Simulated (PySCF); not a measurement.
Radial density of P⁺ (phosphorus, charge +1)

PBE0, [Ne] 3s2 3p2, high-spin 3P determinant. All numbers are calculated (PySCF 2.14, no relativity, point nucleus, in cc-pV(T+d)Z (5s4p3d1f, 39 functions)).

| r (bohr) | 4πr²ρ (e/bohr) | 4πr²(ρα − ρβ) |
| --- | --- | --- |
| 0.00136 | 0.04905 | 0.0000 |
| 0.00229 | 0.1348 | 0.0000 |
| 0.00386 | 0.3641 | 0.0000 |
| 0.00649 | 0.9517 | 0.0000 |
| 0.0109 | 2.359 | 0.0000 |
| 0.0184 | 5.343 | 0.0000 |
| 0.0309 | 10.41 | 0.0007 |
| 0.0519 | 15.85 | 0.0051 |
| 0.0873 | 16.38 | 0.0268 |
| 0.147 | 11.51 | 0.0962 |
| 0.247 | 12.75 | 0.1973 |
| 0.416 | 15.66 | 0.1375 |
| 0.699 | 6.797 | 0.0082 |
| 1.18 | 2.241 | 0.6375 |
| 1.98 | 2.079 | 1.0325 |
| 3.33 | 0.3924 | 0.2577 |
| 5.60 | 0.01123 | 0.0095 |
